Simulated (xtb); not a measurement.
I₃Pb (SMILES [I][Pb-]([I])[I]), charge -1, singlet, from a rough starting geometry (GFN-xTB shapes and energies of metal compounds can be far from the true ones); GFN2-xTB (xtb).

Input for xtb:
```
$ xtb mol.xyz --gfn 2 --chrg -1 --opt vtight --json

# file mol.xyz
4

Pb    -0.00471499     0.00452478     0.90500791
I      0.42571563    -2.57798658    -0.33158284
I      2.02424322     1.64027392    -0.25650452
I     -2.41034091     0.86819948    -0.30752823
```

Output, abridged:

```
   ID    Z sym.   atoms
    1   82 Pb     1
    2   53 I      2-4

           -------------------------------------------------
          |                Calculation Setup                |
           -------------------------------------------------

           -------------------------------------------------
          |                 G F N 2 - x T B                 |
           -------------------------------------------------

          ...................................................
          :                      SETUP                      :
          :.................................................:
          :  # basis functions                  34          :
          :  # atomic orbitals                  31          :
          :  # shells                           11          :
          :  # electrons                        26          :
          :  max. iterations                   250          :
          :  Hamiltonian                  GFN2-xTB          :
          :  restarted?                      false          :
          :  GBSA solvation                  false          :
          :  PC potential                    false          :
          :  electronic temp.          300.0000000     K    :
          :  accuracy                    1.0000000          :
          :  -> integral cutoff          0.2500000E+02      :
          :  -> integral neglect         0.1000000E-07      :
          :  -> SCF convergence          0.1000000E-05 Eh   :
          :  -> wf. convergence          0.1000000E-03 e    :
          :  Broyden damping             0.4000000          :
          :  net charge                         -1          :
          :  unpaired electrons                  0          :
          ...................................................

 iter      E             dE          RMSdq      gap      omega  full diag
   1    -14.2388937 -0.142389E+02  0.142E+01    5.31       0.0  T
   2    -14.2420510 -0.315723E-02  0.763E+00    5.42       1.0  T
   3    -14.2435958 -0.154488E-02  0.205E+00    5.34       1.0  T
   4    -14.2438896 -0.293783E-03  0.101E+00    5.37       1.0  T
   5    -14.2439496 -0.599762E-04  0.142E-01    5.37       1.0  T
   6    -14.2439507 -0.107242E-05  0.463E-02    5.37       1.1  T
   7    -14.2439508 -0.104659E-06  0.132E-02    5.37       3.8  T
   8    -14.2439508 -0.268224E-07  0.846E-03    5.37       5.9  T
   9    -14.2439508 -0.119675E-07  0.221E-03    5.37      22.6  T
[...]
         :: total energy             -14.240082818253 Eh    ::
 * total energy  :   -14.2400828 Eh     change       -0.2006573E-10 Eh
 * total energy  :   -14.2285249 Eh     change        0.1155796E-01 Eh
 * total energy  :   -14.2401368 Eh     change       -0.1161192E-01 Eh
 * total energy  :   -14.2280023 Eh     change        0.1213451E-01 Eh
 * total energy  :   -14.2401296 Eh     change       -0.1212730E-01 Eh
 * total energy  :   -14.2260926 Eh     change        0.1403694E-01 Eh
 * total energy  :   -14.2404428 Eh     change       -0.1435019E-01 Eh
 * total energy  :   -14.2404680 Eh     change       -0.2518951E-04 Eh
 * total energy  :   -14.2404757 Eh     change       -0.7659480E-05 Eh
 * total energy  :   -14.2404768 Eh     change       -0.1150856E-05 Eh
 * total energy  :   -14.2404768 Eh     change       -0.1100957E-07 Eh
   *** GEOMETRY OPTIMIZATION CONVERGED AFTER 11 ITERATIONS ***
         :: total energy             -14.240476834690 Eh    ::
[...]
        23                          0.2190748               5.9613
        24                          0.2190804               5.9615
       ...                                ...                  ...
        31                          0.6209306              16.8964
      -------------------------------------------------------------
                  HL-Gap            0.2062629 Eh            5.6127 eV
             Fermi-level           -0.1508975 Eh           -4.1061 eV

     #   Z          covCN         q      C6AA      α(0)
     1  82 Pb       2.731     0.411   470.468    42.831
     2  53 I        0.916    -0.470   408.281    34.881
     3  53 I        0.916    -0.470   408.279    34.881
     4  53 I        0.916    -0.470   408.281    34.881

 Mol. C6AA /au·bohr⁶  :       6759.437052
 Mol. C8AA /au·bohr⁸  :     727254.534897
 Mol. α(0) /au        :        147.474438

Wiberg/Mayer (AO) data.
largest (>0.10) Wiberg bond orders for each atom

 ---------------------------------------------------------------------------
     #   Z sym  total        # sym  WBO       # sym  WBO       # sym  WBO
 ---------------------------------------------------------------------------
     1  82 Pb   2.201 --     3 I    0.734     2 I    0.734     4 I    0.734
     2  53 I    0.769 --     1 Pb   0.734
     3  53 I    0.769 --     1 Pb   0.734
     4  53 I    0.769 --     1 Pb   0.734
 ---------------------------------------------------------------------------

Topologies differ in total number of bonds
Writing topology from bond orders to xtbtopo.mol

molecular dipole:
                 x           y           z       tot (Debye)
 q only:       -0.031       0.013       1.530
   full:       -0.044      -0.002       2.806       7.134
molecular quadrupole (traceless):
                xx          xy          yy          xz          yz          zz
 q only:       -8.681       0.004      -8.678      -0.220      -0.373      17.360
  q+dip:      -15.786       0.006     -15.780      -0.398      -0.679      31.566
   full:      -15.227       0.006     -15.221      -0.382      -0.659      30.449

optimized geometry written to: xtbopt.xyz

           -------------------------------------------------
          | TOTAL ENERGY              -14.240476834690 Eh   |
          | GRADIENT NORM               0.000011362890 Eh/α |
          | HOMO-LUMO GAP               5.612699269294 eV   |
           -------------------------------------------------

normal termination of xtb
```
